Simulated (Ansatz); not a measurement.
Total energies of SiBr₂ from Ansatz at PBE0-D4/def2-TZVP, gas phase (1 Eh = 27.2114 eV = 2625.5 kJ/mol). The reference geometry is relaxed at PBE-D4/def2-TZVP.

| state | geometry | energy (Eh) |
| --- | --- | --- |
| charge 0 singlet | reference | -5437.16225 |
| charge 1 doublet | reference | -5436.80954 |
| free Si atom (triplet) | – | -289.24943 |
| free Br atom (doublet) | – | -2573.81189 |

**Question.** Work out the vertical ionisation energy to the doublet.

**Answer.** E(charge 1 doublet) − E(charge 0 singlet) = -5436.80954 − (-5437.16225) = 0.35271 Eh = 9.60 eV. For comparison, −ε of the highest occupied level is 7.59 eV at this level, 2.01 eV less.

**Question.** What is the binding energy per atom against free atoms?

**Answer.** Atoms: 1 × (-289.24943) + 2 × (-2573.81189) = -5436.87321 Eh. Binding: -5436.87321 − (-5437.16225) = 0.28904 Eh = 7.87 eV, or 2.62 eV for each of 3 atoms (no zero-point energy, no counterpoise term).
